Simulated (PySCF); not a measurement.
## Silver: a sound run and one with changed settings

Sound run: Ag [Kr] 4d10 5s1, Ag+ [Kr] 4d10. Computed with PySCF 2.14 in def2-SVP with the def2 core potential (28 electrons) (5s3p2d1f, 31 functions), with scalar relativity through the core potential. In the sound run the correlated levels freeze 4s2 4p6 outside the core potential. The sound run starts from symmetry-adapted Hartree-Fock orbitals and uses a fine grid where one is needed.

A second run was set up differently.

| species | method | sound run (hartree) | changed run (hartree) | converged |
| --- | --- | --- | --- | --- |
| Ag | MP2 | -146.31443 | -146.40197 | yes |
| Ag+ | MP2 | -146.05653 | -146.13909 | yes |

Ionisation energy of Ag:

| method | sound run (eV) | changed run (eV) |
| --- | --- | --- |
| UHF | 6.358 | 6.358 |
| MP2 | 7.018 | 7.153 |
| SCS-MP2 | 6.920 | 7.028 |

**Question.** What was changed?
A. basis contracted for another Hamiltonian
B. a valence shell is frozen
C. all electrons correlated in a valence basis
D. minimal basis

**Answer.** C. A valence basis has no tight correlating functions, so it recovers only part of the core correlation, and not evenly between atom and ion.
